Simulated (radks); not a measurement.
Values are calculated unless marked as measured or tabulated.
All-electron atom: neutral cobalt in [Ar] 3d7 4s2.

Level of theory: Dirac Kohn-Sham, BLYP, spin-unpolarised, spherical densities, finite nucleus; open shells fill j = l - 1/2 first; Fermi nuclear charge, rms radius 3.7875 fm (a radial shooting solver on a logarithmic mesh with Libxc functionals).

Energy parts (eV):
part                      energy
total                 -37919.601
kinetic                38491.536
electron-nucleus      -90915.114
Hartree                16128.376
exchange-correlation   -1624.398

Orbitals (lengths in bohr, moments of r in powers of bohr; <r^-3> diverges for s and p1/2; r(90%) holds 90 % of the orbital's charge):
| orbital | occ. | eigenvalue (eV) | <r^2> | r(90%) | <r^-3> | <r^4> |
|---|---|---|---|---|---|---|
| 1s1/2 | 2 | -7593.602 | 0.004246 | 0.100 | - | 0.00004637 |
| 2s1/2 | 2 | -898.7306 | 0.07702 | 0.396 | - | 0.01035 |
| 2p1/2 | 2 | -779.8523 | 0.06108 | 0.365 | - | 0.007600 |
| 2p3/2 | 4 | -765.0144 | 0.06267 | 0.370 | 535.4 | 0.007964 |
| 3s1/2 | 2 | -102.0581 | 0.6918 | 1.16 | - | 0.7808 |
| 3p1/2 | 2 | -66.6365 | 0.7745 | 1.25 | - | 1.064 |
| 3p3/2 | 4 | -64.7754 | 0.7935 | 1.27 | 67.61 | 1.118 |
| 3d3/2 | 4 | -8.1953 | 1.550 | 1.89 | 5.964 | 7.377 |
| 3d5/2 | 3 | -8.0029 | 1.574 | 1.91 | 5.836 | 7.644 |
| 4s1/2 | 2 | -5.4118 | 9.803 | 4.46 | - | 170.9 |

The highest occupied level is 4s1/2 at -5.412 eV. The electron density at the nucleus is 1.724e+04 e/bohr^3. For comparison, the ionisation energy in NIST's Atomic Spectra Database is 7.881 eV (measured). In exact Kohn-Sham theory the highest level is minus the ionisation energy, but local and semilocal functionals leave it too shallow, through self-interaction and a potential that decays too fast; potentials with the right tail come closer. Summed over all electrons, <r^2> = 37.17 bohr^2, which gives a Langevin (diamagnetic) susceptibility term of -29.4 x 10^-6 cm^3/mol.

Beside tabulated values, note that spin-unpolarised runs miss the spin-polarisation part of the exchange energy of open shells.
